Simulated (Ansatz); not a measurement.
Na3Cl3⁻. Total charge -1; doublet. Geometry PBE-D4/def2-SVPD, basis def2-TZVPD, Ansatz.

Cartesian coordinates in Å:
```
Na -0.7027 -0.4543 0.3140
Na -2.1767 -3.6695 1.2731
Na 2.0607 3.3242 -1.1858
Cl -3.2350 -5.7998 1.9379
Cl 0.1666 1.8495 -0.3056
Cl 3.8871 4.7500 -2.0336
```

```json
{"run": "A", "HOMO (eV)": "-1.83", "LUMO (eV)": "0.47"}
{"run": "B", "HOMO (eV)": "-1.28", "LUMO (eV)": "-0.03"}
{"run": "C", "HOMO (eV)": "-1.20", "LUMO (eV)": "-0.20"}
{"run": "D", "HOMO (eV)": "-1.87", "LUMO (eV)": "0.21"}
{"run": "E", "HOMO (eV)": "-2.31", "LUMO (eV)": "0.83"}
{"run": "F", "HOMO (eV)": "-1.46", "LUMO (eV)": "0.16"}
```

HSE06 is defined as in plane-wave codes, on full-range PBE exchange. Another isomer (doublet) lies 0.71 eV lower at PBE0-D4/def2-TZVPD; other spin states weren't run for this one.

HOMO and LUMO are taken over both spins.

Q: The runs used BHLYP, HSE06, PBE, PBE0, r2SCAN, r2SCAN0. Estimate which is which.

A: A PBE0 (25 % exact exchange); B r2SCAN (0 % exact exchange); C PBE (0 % exact exchange); D r2SCAN0 (25 % exact exchange); E BHLYP (50 % exact exchange); F HSE06 (range-separated). Exact exchange lowers occupied and raises empty levels; among semilocal functionals meta-GGAs tend to open the gap a little, and such runs are hard to tell apart. The gap grows from 1.00 eV (PBE) to 3.14 eV (BHLYP).
